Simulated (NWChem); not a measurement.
System: NbSF$_{3}$; SMILES [F][Nb]([F])([F])=[S]

Here is an NWChem input.

```
start job
memory heap 200 mb stack 900 mb global 1100 mb
geometry units angstroms
  Nb     0.000000     0.000000     0.148335
  S      0.000000     0.000000    -1.979785
  F      1.676235     0.528185     0.722945
  F     -0.380696    -1.715755     0.722945
  F     -1.295539     1.187570     0.722945
end
basis spherical
  * library sto-3g
end
dft
  xc hfexch
  iterations 150
end
driver
  maxiter 120
end
task dft optimize
task dft freq
```

Excerpt of the output:

```
             Northwest Computational Chemistry Package (NWChem) 7.3.0
             --------------------------------------------------------

 C3  symmetry detected

                             Geometry "geometry" -> ""
                             -------------------------

 Output coordinates in angstroms (scale by  1.889725989 to convert to a.u.)

  No.       Tag          Charge          X              Y              Z
 ---- ---------------- ---------- -------------- -------------- --------------
    1 Nb                  41.0000     0.00000000     0.00000000     0.22066012
    2 S                   16.0000     0.00000000     0.00000000    -1.90745988
    3 F                    9.0000     1.67649415     0.52736254     0.79527012
    4 F                    9.0000    -0.38153771    -1.71556779     0.79527012
    5 F                    9.0000    -1.29495643     1.18820525     0.79527012

 Effective nuclear repulsion energy (a.u.)     593.0871312699

      Symmetry information
      --------------------

 Group name             C3
 Group number              5
 Group order               3
 No. of unique centers     3

                                Z-matrix (autoz)
                                --------

 Units are Angstrom for bonds and degrees for angles

      Type          Name      I     J     K     L     M      Value
      ----------- --------  ----- ----- ----- ----- ----- ----------
    1 Stretch                  1     2                       2.12812
    2 Stretch                  1     3                       1.84903
    3 Stretch                  1     4                       1.84903
    4 Stretch                  1     5                       1.84903
    5 Bend                     2     1     3               108.10519
    6 Bend                     2     1     4               108.10519
    7 Bend                     2     1     5               108.10519
    8 Bend                     3     1     4               110.80202
    9 Bend                     3     1     5               110.80202
   10 Bend                     4     1     5               110.80202

  xc_inp: hfexch multiplicative factor not found.

                           NWChem Geometry Optimization
                           ----------------------------

[...]

      ----------------------
      Optimization converged
      ----------------------

  Step       Energy      Delta E   Gmax     Grms     Xrms     Xmax
  ---- ---------------- -------- -------- -------- -------- --------
@    4   -4403.59356138 -5.1D-08  0.00002  0.00001  0.00013  0.00040
                                     ok       ok       ok       ok

                                Z-matrix (autoz)
                                --------

 Units are Angstrom for bonds and degrees for angles

      Type          Name      I     J     K     L     M      Value     Gradient
      ----------- --------  ----- ----- ----- ----- ----- ---------- ----------
    1 Stretch                  1     2                       2.06167   -0.00002
    2 Stretch                  1     3                       1.78905   -0.00000
    3 Stretch                  1     4                       1.78905   -0.00000
    4 Stretch                  1     5                       1.78905   -0.00000
    5 Bend                     2     1     3               109.35845   -0.00000
    6 Bend                     2     1     4               109.35845   -0.00000
    7 Bend                     2     1     5               109.35845   -0.00000
    8 Bend                     3     1     4               109.58375    0.00000
    9 Bend                     3     1     5               109.58375    0.00000
   10 Bend                     4     1     5               109.58375    0.00000

                         Geometry "geometry" -> "geometry"
                         ---------------------------------

 Output coordinates in angstroms (scale by  1.889725989 to convert to a.u.)

[...]

 Rotational Constants
 --------------------
 A=   0.103816 cm-1  (  0.149365 K)
 B=   0.072832 cm-1  (  0.104787 K)
 C=   0.072832 cm-1  (  0.104787 K)

 Temperature                      =   298.15K
 frequency scaling parameter      =   1.0000

 Zero-Point correction to Energy  =    6.552 kcal/mol  (  0.010441 au)
 Thermal correction to Energy     =   10.118 kcal/mol  (  0.016124 au)
 Thermal correction to Enthalpy   =   10.710 kcal/mol  (  0.017067 au)

 Total Entropy                    =   76.960 cal/mol-K
   - Translational                =   41.482 cal/mol-K (mol. weight = 181.8733)
   - Rotational                   =   25.279 cal/mol-K (symmetry #  =        3)
   - Vibrational                  =   10.198 cal/mol-K

 Cv (constant volume heat capacity) =   17.180 cal/mol-K
   - Translational                  =    2.979 cal/mol-K
   - Rotational                     =    2.979 cal/mol-K
   - Vibrational                    =   11.222 cal/mol-K

[normal modes left out]

 ----------------------------------------------------------------------------
 Normal Eigenvalue ||           Projected Infra Red Intensities
  Mode   [cm**-1]  || [atomic units] [(debye/angs)**2] [(KM/mol)] [arbitrary]
 ------ ---------- || -------------- ----------------- ---------- -----------
    1       -0.000 ||    0.000432           0.010         0.421       0.143
    2       -0.000 ||    0.000002           0.000         0.002       0.001
    3        0.000 ||    0.000443           0.010         0.432       0.147
    4        0.000 ||    0.000061           0.001         0.059       0.020
    5        0.000 ||    0.000069           0.002         0.067       0.023
    6        0.000 ||    0.000014           0.000         0.014       0.005
    7      202.374 ||    0.012236           0.282        11.928       4.052
    8      202.381 ||    0.012236           0.282        11.928       4.052
    9      242.388 ||    0.001052           0.024         1.025       0.348
   10      242.388 ||    0.001052           0.024         1.025       0.348
   11      248.674 ||    0.005461           0.126         5.324       1.808
   12      758.017 ||    0.044803           1.034        43.676      14.837
   13      883.614 ||    0.122358           2.823       119.281      40.520
   14      902.729 ||    0.126369           2.915       123.190      41.848
   15      902.730 ||    0.126368           2.915       123.190      41.848
 ----------------------------------------------------------------------------
```

Level: Hartree-Fock/STO-3G, non-relativistic.
